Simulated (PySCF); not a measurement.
Pb(Br)(OH) (BrHOPb), SMILES [OH][Pb][Br] (connectivity only; charge and spin as stated), neutral, multiplicity 1.

The structure is a stationary point at B3LYP-D3(BJ)/def2-TZVP. The def2 effective core potentials stand for the cores of Pb; spin–orbit coupling is left out. The values are those of a single conformer.

These are B3LYP-D3(BJ)/def2-TZVP (PySCF) values and carry that method's errors.

Frequencies are harmonic and unscaled.

**Question.** Give all harmonic wavenumbers and intensities. (Estimate from the structure and the level; the computed values follow.)

**Answer.** 
```json
[
 {"mode": "1", "ν (cm⁻¹)": "119", "IR (km/mol)": "2.0", "moving atoms (share of kinetic energy)": "O 71 %, Br 16 %"},
 {"mode": "2", "ν (cm⁻¹)": "204", "IR (km/mol)": "33.4", "moving atoms (share of kinetic energy)": "Br 69 %, Pb 30 %"},
 {"mode": "3", "ν (cm⁻¹)": "343", "IR (km/mol)": "109.2", "moving atoms (share of kinetic energy)": "H 92 %"},
 {"mode": "4", "ν (cm⁻¹)": "524", "IR (km/mol)": "97.9", "moving atoms (share of kinetic energy)": "O 89 %"},
 {"mode": "5", "ν (cm⁻¹)": "700", "IR (km/mol)": "63.0", "moving atoms (share of kinetic energy)": "H 92 %"},
 {"mode": "6", "ν (cm⁻¹)": "3797", "IR (km/mol)": "50.7", "moving atoms (share of kinetic energy)": "H 94 %"}
]
```
